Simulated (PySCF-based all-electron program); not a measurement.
## Distorting VH3O, singlet

All-electron Kohn–Sham DFT on the free molecule, computed near the basis limit with an in-house program on PySCF integrals; Koelling–Harmon scalar relativity or the spin-free Dirac equation, no spin–orbit coupling, spin-restricted. Forces are good to about 0.016 eV/Å. In part, the full relativistic part was added along one bond alone. Atoms are numbered as listed.

Shape A (Koelling–Harmon scalar relativity):

```xyz
5

V     0.0000    0.0000    0.0000
O     0.0000    0.0000    1.3260
H     1.6114    0.0000   -0.3308
H    -0.8057    1.3955   -0.3308
H    -0.8057   -1.3955   -0.3308
```

PBE forces:

```
atom      Fx      Fy  Fz (eV/Å)
  V1   0.000   0.000    -23.219
  O2   0.000   0.000     23.087
  H3   0.192   0.000      0.044
  H4  -0.096   0.166      0.044
  H5  -0.096  -0.166      0.044
```

Shape B (Koelling–Harmon scalar relativity):

```
atom    x (Å)    y (Å)    z (Å)
   V   0.0000   0.0000   0.0000
   O   0.0000   0.0000   1.2480
   H   1.6114   0.0000  -0.3308
   H  -0.8057   1.3955  -0.3308
   H  -0.8057  -1.3955  -0.3308
```

Against shape A, V1–O2 goes from 1.326 to 1.248 Å.

PBE forces:

```json
{"atom": "V1", "Fx": "0.000", "Fy": "0.000", "Fz (eV/Å)": "-37.826"}
{"atom": "O2", "Fx": "0.000", "Fy": "0.000", "Fz (eV/Å)": "37.610"}
{"atom": "H3", "Fx": "0.275", "Fy": "0.000", "Fz (eV/Å)": "0.072"}
{"atom": "H4", "Fx": "-0.137", "Fy": "0.238", "Fz (eV/Å)": "0.072"}
{"atom": "H5", "Fx": "-0.137", "Fy": "-0.238", "Fz (eV/Å)": "0.072"}
```

What forces does LDA give in shape B (with the spin-free Dirac equation, against Koelling–Harmon scalar relativity)?

The forces move by 0.817 eV/Å (r.m.s. over the atoms) from PBE.

```json
{"atom": "V1", "Fx": "0.000", "Fy": "0.000", "Fz (eV/Å)": "-36.666"}
{"atom": "O2", "Fx": "0.000", "Fy": "0.000", "Fz (eV/Å)": "36.230"}
{"atom": "H3", "Fx": "0.126", "Fy": "0.000", "Fz (eV/Å)": "0.145"}
{"atom": "H4", "Fx": "-0.063", "Fy": "0.109", "Fz (eV/Å)": "0.145"}
{"atom": "H5", "Fx": "-0.063", "Fy": "-0.109", "Fz (eV/Å)": "0.145"}
```
